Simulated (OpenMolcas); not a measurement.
Ni4+: Racah parameters, worked from levels

```
Program             : OpenMolcas 26.06
Basis               : ANO-RCC-VQZP [7s6p4d3f2g1h]
Scalar Hamiltonian  : DKH2, point nucleus
Active space        : 6 electrons in 5 orbitals (3d)
State averaging     : 2S+1 = 5 even, 5 roots; 2S+1 = 3 even, 45 roots; 2S+1 = 1 even, 50 roots
Spin-orbit coupling : RASSI with atomic mean-field integrals over the reference wave functions, term energies averaged over their components
```

Methods: CASSCF; MS-CASPT2, IPEA 0.25 Eh, imaginary shift 0.1 Eh (closed shells correlated: 3s 3p). Measured levels: Corliss and Sugar, J. Phys. Chem. Ref. Data 10, 197 (1981).

**Racah parameters.** Above 5D, d6 has 3G at 9B + 4C, 3H at 4B + 4C and 3D at 16B + 4C. The first two fix B and C, and the third tests them; where it misses by thousands of cm-1, two parameters do not describe the configuration (Trees and configuration-interaction terms are left out) and B and C hang on the terms chosen. Term energies are centres of gravity, weighted by 2J + 1.

| Source | 3G | 3H | B | C | C/B | 3D from B, C | 3D found |
| --- | --- | --- | --- | --- | --- | --- | --- |
| CASSCF | 37078 | 29102 | 1595 | 5680 | 3.56 | 48240 | 47499 |
| MS-CASPT2 | 33196 | 26808 | 1278 | 5424 | 4.24 | 42144 | 41146 |
| measured | 32972 | 26617 | 1271 | 5383 | 4.24 | 41868 | 40925 |

Energies in cm-1. From CASSCF to MS-CASPT2, B changes by -19.9 % and C by -4.5 %. Against the measured terms, MS-CASPT2 has B off by +0.6 % and C by +0.8 %.

CASPT2 does not keep the components of a term degenerate, so their means are used; among the terms shown or strongly mixed into the levels shown the widest spread is 300 cm-1 (3d6 3G, MS-CASPT2). Without dynamic correlation excited terms often stand tens of per cent too high (terms of higher spin than the ground term too low), and those without a measured partner can miss by more than the paired ones (holds for CASSCF). Computed and measured levels are paired by configuration, term and J; levels that our copy of the source lacks, or whose pairing is in doubt (as where it misses far off the trend of its configuration), stay unpaired and out of the deviations. Only configurations of the active space appear.
